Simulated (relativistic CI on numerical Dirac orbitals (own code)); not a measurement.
## How well does a small relativistic CI reproduce W V?

Calculated at this level of theory: Dirac-Coulomb-Breit CI, separate exchange-only KLI orbitals for each configuration, model QED (radiative potential, 1s self-energy scaled to tabulated hydrogen-like ionisation energies), valence Slater integrals scaled by 0.85, configuration energies shifted to the measured levels that pair with them (semi-empirical) (own radial code, finite nucleus).

Configuration list (outside the closed core [Kr] 4d10): 4f14 5s2 5p6 5d2, 4f14 5s2 5p6 5d 6s, 4f14 5s2 5p6 5d 6p, 4f14 5s2 5p6 6s2, 4f14 5s2 5p6 5d 5f, 4f14 5s2 5p6 5d 5g, 4f14 5s2 5p6 6s 6p, 4f14 5s2 5p6 5d 7s, 4f14 5s2 5p6 5f2, 4f14 5s2 5p6 5d 6d, 4f14 5s2 5p5 5d3, 4f14 5s2 5p6 5d 7p, 4f14 5s2 5p6 6p2, 4f14 5s2 5p6 5d 7d, 4f14 5s2 5p6 5d 6f, 4f13 5s2 5p6 5d3, 4f12 5s2 5p6 5d4, 4f14 5s2 5p6 6s 6d, 4f14 5s2 5p6 5g2, 4f14 5s2 5p6 5f 6s, 4f14 5s2 5p6 5d 7f, 4f14 5s2 5p4 5d4, 4f13 5s2 5p6 5d2 6s, 4f14 5s2 5p5 5d2 5f, 4f14 5s2 5p6 6p 6d, 4f14 5s2 5p6 5f 6p, 4f14 5s2 5p6 5g 6s, 4f14 5s2 5p5 5d2 5g, 4f14 5s 5p6 5d3, 4f13 5s2 5p6 5d 6p2. Levels of other configurations are missing.

| Configuration | Term (tabulated) | J | Measured (cm⁻¹) | Computed | Error | Purity (%) |
| --- | --- | --- | --- | --- | --- | --- |
| 4f14 5s2 5p6 5d2 | 3F | 2 | 0.0 | 0 | 0 | 88 |
| 4f14 5s2 5p6 5d2 | 3F | 4 | 11519.4 | 10791 | -728 | 91 |
| 4f14 5s2 5p6 5d2 | 3P | 0 | 12838.7 | 12038 | -801 | 92 |
| 4f14 5s2 5p6 5d2 | 3P | 1 | 16330.6 | 15271 | -1059 | 98 |
| 4f14 5s2 5p6 5d2 | 1G | 4 | 22345.8 | 21620 | -725 | 91 |
| 4f14 5s2 5p6 5d2 | 3P | 2 | 22615.4 | 21093 | -1522 | 64 |
| 4f14 5s2 5p6 5d2 | 1S | 0 | 43110.1 | 39838 | -3272 | 91 |
| 4f14 5s2 5p6 5d 6s | 3D | 1 | 58514.2 | 58918 | 404 | 100 |
| 4f14 5s2 5p6 5d 6s | 3D | 2 | 60295.5 | 60579 | 283 | 89 |
| 4f14 5s2 5p6 5d 6s | 3D | 3 | 66657.7 | 66375 | -283 | 100 |
| 4f14 5s2 5p6 5d 6s | 1D | 2 | 72958.7 | 72535 | -424 | 87 |
| 4f14 5s2 5p6 5d 6p | 3F° | 2 | 118662.8 | 118663 | 0 | 68 |

Measured levels from measured levels as listed in J. Phys. B 45, 065001 (2012); pairs were made by configuration, J and term (by order where the table uses no LS term), so strongly mixed levels may be paired wrongly.

Mean error by configuration (cm⁻¹): 4f14 5s2 5p6 5d2 -1351; 4f14 5s2 5p6 5d 6s -5; 4f14 5s2 5p6 5d 6p 0. Over the excited levels the mean absolute error is 864 cm⁻¹ (11 of the 12 excited levels that our extract of the source holds in range could be paired, and the others can miss by more), and the median relative error of those above 1,000 cm⁻¹ is 3.2 %, both after the shifts were fitted to these levels, so that a configuration with one level shows no error. Some levels of the ground configuration have no partner.

Configurations whose levels could be paired with our table of measured levels were shifted onto them, all but the ground configuration, by the median error of their levels; single terms can still be off by 1,000 to 2,000 cm⁻¹ or more, and rates follow the energies as ν³ (E1, M1) or ν⁵ (E2). The others borrow a shift and can be off by several thousand cm⁻¹ or more. Levels and lines within the n = 5 or 6 shells can be off by up to 10 % or somewhat more, and those that change n by about 2 %, since core polarisation is missing. 11 of the 12 excited levels that our extract of the measured tables holds in this range could be paired (the sources list more); they are missed by 864 cm⁻¹ on average and 3272 at most, after the shifts were fitted to these levels, and levels without a partner can miss by more. Some levels of the ground configuration have no partner and can miss by 10 % or more. Levels that differ in their count of f electrons can be misplaced by several ten thousand cm⁻¹, since the correlation energy of f electrons is missing or only estimated; rates across such gaps can be off by orders of magnitude.

Shifts applied (cm⁻¹): 4f14 5s2 5p6 5d2 0; 4f14 5s2 5p6 5d 6s -14759; 4f14 5s2 5p6 5d 6p -13792.
